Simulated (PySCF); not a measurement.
# P⁺ (phosphorus, charge +1) across methods

[Ne] 3s1 3p2 4s1, high-spin 5P determinant (an excited configuration). Calculation: PySCF 2.14, in aug-cc-pVQZ-DK; the spin-free X2C one-electron Hamiltonian (Gaussian nucleus).

```json
{"method": "M06", "E (hartree)": "-341.0443", "mean ε 3s α (eV)": "-31.368", "mean ε 3p α (eV)": "-20.893", "mean ε 4s α (eV)": "-7.686", "Σ⟨r²⟩ (bohr²)": "38.77", "⟨S²⟩": "6.000"}
{"method": "UHF", "E (hartree)": "-340.58982", "mean ε 3s α (eV)": "-37.569", "mean ε 3p α (eV)": "-25.327", "mean ε 4s α (eV)": "-8.892", "Σ⟨r²⟩ (bohr²)": "39.67", "⟨S²⟩": "6.000"}
{"method": "TPSS", "E (hartree)": "-341.0826", "mean ε 3s α (eV)": "-29.826", "mean ε 3p α (eV)": "-19.977", "mean ε 4s α (eV)": "-7.172", "Σ⟨r²⟩ (bohr²)": "38.76", "⟨S²⟩": "6.000"}
{"method": "LDA", "E (hartree)": "-339.7773", "mean ε 3s α (eV)": "-29.518", "mean ε 3p α (eV)": "-19.785", "mean ε 4s α (eV)": "-7.389", "Σ⟨r²⟩ (bohr²)": "38.32", "⟨S²⟩": "6.000"}
{"method": "PBE0", "E (hartree)": "-340.9398", "mean ε 3s α (eV)": "-31.573", "mean ε 3p α (eV)": "-21.172", "mean ε 4s α (eV)": "-7.653", "Σ⟨r²⟩ (bohr²)": "38.01", "⟨S²⟩": "6.000"}
```

Question: Estimate the same row for PBE.

Answer: E (hartree) = -340.9100; mean ε 3s α (eV) = -29.560; mean ε 3p α (eV) = -19.837; mean ε 4s α (eV) = -7.238; Σ⟨r²⟩ (bohr²) = 38.47; ⟨S²⟩ = 6.000.

The outer electron is Rydberg-like, and this basis confines it to a smaller radius and binds it less than a complete one would.
